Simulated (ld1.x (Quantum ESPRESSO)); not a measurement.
# What one change does to a pseudopotential (vanadium (V), TM)

V, norm-conserving Troullier–Martins (Kleinman–Bylander form), made with ld1.x (Quantum ESPRESSO) 7.5 (PBE, scalar-relativistic). Core [Ne] 3s2, reference 3p6 3d3 4s2 4p0. Waves: 4s (bound): rc 1.95 bohr; 3p (bound): rc 1.35 bohr; 3d (bound): rc 2.30 bohr. Local part: all-electron potential smoothed inside 1.85 bohr (lloc = -1). Core correction: Bessel-smoothed model core inside 1.00 bohr.

All-electron outer shells of the reference configuration (PBE, scalar-relativistic, ld1.x):

```csv
shell,level (eV),outermost node (bohr),outermost maximum (bohr)
2p,-503.16,–,0.21
3s,-70.24,0.38,0.82
3p,-44.04,0.35,0.84
3d,-5.16,–,0.90
4s,-4.70,1.17,2.76
4p,-1.44,1.30,3.63
```

Change: wave 3p (bound): rc 1.35 bohr becomes 3p (bound): rc 2.02 bohr.

Cutoffs: the cutoffs (Ry, on a coarse ladder) from which the occupation-weighted sum of valence levels, in a spherical-Bessel basis at the reference potential, stays within 10 and 1 mRy of its value at 400 Ry; they do not see the model core or the augmentation charge, which bear on the density cutoff. Errors are all-electron minus pseudo energies relative to the spin-unpolarised reference configuration.

Task: How do hardness, ghosts and transferability respond?

Result: The potential gets neither clearly harder nor softer (50 Ry and 90 Ry → 50 Ry and 80 Ry); both files keep a bound ghost (s); of the 7 tests that both files solve, the error grows in 2 and shrinks in 0 by more than 15 % and 0.3 meV (median size 47.3 → 69.5 meV).

```tsv
quantity	base	changed
cutoff, loose	50 Ry	50 Ry
cutoff, tight	90 Ry	80 Ry
loose cutoff by channel (10 mRy a level)	s 18 Ry, p 40 Ry, d 40 Ry	s 18 Ry, p 35 Ry, d 40 Ry
bound ghosts	s	s
error for 3p6 3d3 4s1 4p0, meV [ΔE 7.73 eV]	-10	-10
error for 3p6 3d3 4s0 4p0, meV [ΔE 22.03 eV]	-14	-14
error for 3p6 3d2 4s0 4p0, meV [ΔE 50.93 eV]	+84	+75
error for 3p6 3d3 4s0 4p2, meV [ΔE 6.85 eV]	-110	-160
error for 3p6 3d1 4s0 4p0, meV [ΔE 96.80 eV]	+884	+835
error for 3p6 3d3 4s1.5 4p0, meV [ΔE 3.09 eV]	-3.1	-3.1
error for 3p6 3d3 4s1 4p1, meV [ΔE 3.35 eV]	-47	-69
s: phases at 2.51 bohr within 0.05 rad from the reference energy up to (Ry; the scan ends near 5)	to the end of the scan	to the end of the scan
p: phases at 2.51 bohr within 0.05 rad from the reference energy up to (Ry; the scan ends near 5)	0.3	0.1
d: phases at 2.51 bohr within 0.05 rad from the reference energy up to (Ry; the scan ends near 5)	1.1	1.1
```

Base: These tests converged, but a pseudo level misses the all-electron one widely, so the file describes the atom poorly there or has found another state: 3p6 3d2 4s0 4p0: empty 4s by 4.4 eV (a node warning on the way). A true bound ghost makes a file unfit for plane-wave use even where its test errors are small: the radial tests pick states by their node count and pass the ghost by.
